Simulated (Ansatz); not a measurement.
C4H9Cl, triplet, at the geometry of the source list (a higher spin typed on purpose: for a closed-shell molecule this is an excited state); SVWN5/3-21G in Ansatz (a first-principles code).

Input for Ansatz:
Ansatz 0.2 input:
```yaml
crystal:
  periodic: [false, false, false]
  atoms:
    - {symbol: C, position_ang: [-0.29870000, 1.42610000, -0.00900000]}
    - {symbol: C, position_ang: [0.03130000, -0.01950000, 0.33420000]}
    - {symbol: C, position_ang: [1.35980000, -0.44630000, -0.27350000]}
    - {symbol: C, position_ang: [-1.09450000, -0.95900000, -0.07370000]}
    - {symbol: Cl, position_ang: [0.19950000, -0.12440000, 2.13160000]}
    - {symbol: H, position_ang: [-0.40810000, 1.53000000, -1.08640000]}
    - {symbol: H, position_ang: [-1.22760000, 1.72970000, 0.46690000]}
    - {symbol: H, position_ang: [0.49440000, 2.08950000, 0.32670000]}
    - {symbol: H, position_ang: [2.16100000, 0.20780000, 0.06090000]}
    - {symbol: H, position_ang: [1.60270000, -1.46570000, 0.01550000]}
    - {symbol: H, position_ang: [1.29810000, -0.39630000, -1.35850000]}
    - {symbol: H, position_ang: [-1.22680000, -0.92380000, -1.15290000]}
    - {symbol: H, position_ang: [-2.02740000, -0.66720000, 0.40190000]}
    - {symbol: H, position_ang: [-0.86380000, -1.98090000, 0.21630000]}
basis:
  gaussian:
    orbitals: 3-21G.json
hamiltonian:
  xc: {name: SVWN5}
magnetization: {spin_polarized: true, initial_magnetization: 2}
```
The basis file holds 3-21G in the JSON format of the Basis Set Exchange.

Q: What does Ansatz print? Leave out banner, timings and long lists.

A: 
```
Functional definition: SVWN5
832 factors; integrals over basis functions are off by at most 9.9e-4 eV
mean field evaluation 1: about -16634.3659 eV, gradient 5.0e1 eV
mean field evaluation 2: about -16609.8922 eV, gradient 7.9e1 eV
mean field evaluation 4: about -16646.2732 eV, gradient 7.7e0 eV
mean field evaluation 8: about -16646.6327 eV, gradient 2.4e0 eV
mean field evaluation 16: about -16646.5989 eV, gradient 2.9e-2 eV
mean field evaluation 32: about -16643.7320 eV, gradient 1.3e1 eV
mean field evaluation 64: about -16646.5999 eV, gradient 4.3e-4 eV
mean field evaluation 96: about -16646.5996 eV, gradient 1.6e-2 eV
mean field -16646.59999082 eV, -611.7512661921 hartree, gradient 9.3e-6 eV, S^2 2.001260; 6 other end points of the search recorded, 0 dependent functions left out
reference -16646.60001622 eV, -611.7512671254 hartree; 26, 24 occupied and 41, 43 virtual orbitals, 832 factors
Total energy: -16646.60001622 eV, -611.7512671254 hartree
```
